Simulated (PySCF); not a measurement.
[VI4]- (charge -1 and triplet state).
Bonds: V1–I2, V1–I3, V1–I4, V1–I5.

Computed by this run: PBE0-D3(BJ)/def2-SVP geometry optimisation, gas phase, def2 core potentials past Kr in PySCF 2.14.0; unrestricted, density fitting, grid level 1; the optimiser is geomeTRIC in internal coordinates, started from a GFN2-xTB structure with every atom displaced at random (about 0.03 Å).

Geometry at step 0:
```
atom  x, y, z in Å
V1      0.0614   -0.0765    0.0124
I2     -0.0067   -0.0297    2.5833
I3      2.3776    0.0034   -0.8987
I4     -1.1287    2.1242   -0.8558
I5     -1.2287   -2.1318   -0.9034
```

**Question.** Give the atomic forces at this geometry.

**Answer.** 
| atom | Fx (eV/Å) | Fy (eV/Å) | Fz (eV/Å) |
| --- | --- | --- | --- |
| V1 | -1.184 | 0.403 | -0.007 |
| I2 | 0.036 | -0.037 | 0.236 |
| I3 | 1.032 | -0.025 | -0.346 |
| I4 | 0.122 | -0.274 | 0.112 |
| I5 | -0.005 | -0.067 | 0.005 |

The largest, 1.25 eV/Å, acts on V1; the rms over all components is 0.441 eV/Å. The forces sum to zero within rounding, as they must for an isolated molecule in no field.

**Question.** Give the force on V1 in Eh/bohr and in nN.

**Answer.** 1.251 eV/Å ÷ 51.422 = 0.02433 Eh/bohr, and 1.251 eV/Å × 1.602 = 2.00 nN.

**Question.** How far is this geometry from the end of the optimisation?

**Answer.** 0.076 eV above it, and 0.062 Å rms away after alignment. The bonds farthest from their final lengths, with half the difference of the two atoms' forces along the bond (positive lengthens):

```csv
bond,now (Å),final (Å),force along bond (eV/Å)
V1–I3,2.490,2.599,+1.09
V1–I4,2.648,2.595,-0.59
V1–I2,2.572,2.596,+0.10
V1–I5,2.594,2.596,-0.11
```

The angle farthest from its final value is I3–V1–I4, 105.7° against 109.3°.

Of the 3 listed bonds off by 0.010 Å or more, this force points towards the final length in 3.

What follows is the cost of the whole optimisation. On AMD EPYC 9R45, one thread, no GPU (shared host), this took 3.3 min wall and 0.67 GiB of memory at its peak.
